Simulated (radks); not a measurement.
Species: Fe II. Configuration: [Ar] 3d6 4p1 (not the ground configuration). Method: non-relativistic Kohn-Sham, TPSS, spin-unpolarised, spherical densities, point nucleus; meta-GGA in the generalised Kohn-Sham scheme; computed with a radial shooting solver on a logarithmic mesh with Libxc functionals. Some entries of the table are withheld. Estimate them.

orbital  occ.  eigenvalue (eV)  r(max) (bohr)
1s          2              (1)        0.03895
2s          2              (2)         0.2249
2p          6        -706.7228         0.1808
3s          2        -102.9273         0.7075
3p          6              (3)            (4)
3d          6         -17.4398         0.7077
4p          1          -7.7650          2.871

Answer. 
(1) 1s eigenvalue (eV): -6957.548
(2) 2s eigenvalue (eV): -818.9849
(3) 3p eigenvalue (eV): -70.0637
(4) 3p r(max) (bohr): 0.7159
